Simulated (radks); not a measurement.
Neutral copper is in [Ar] 3d10 4s1. Calculated with a radial shooting solver on a logarithmic mesh with Libxc functionals: Dirac Kohn-Sham, PBE, spin-unpolarised, spherical densities, finite nucleus; Fermi nuclear charge, rms radius of each element as measured or else 0.836 A^(1/3) + 0.57 fm. Sub-shells are occupied by j as written (lower j first in brackets). One electron is removed from 4s1/2, 3d5/2, 3d3/2, 3p3/2 in turn, with full relaxation. Which removal costs least, and what does each cost?

Answer. 4s1/2 8.149 eV; 3d5/2 11.461 eV; 3d3/2 11.757 eV; 3p3/2 78.688 eV. The 4s1/2 electron leaves first.
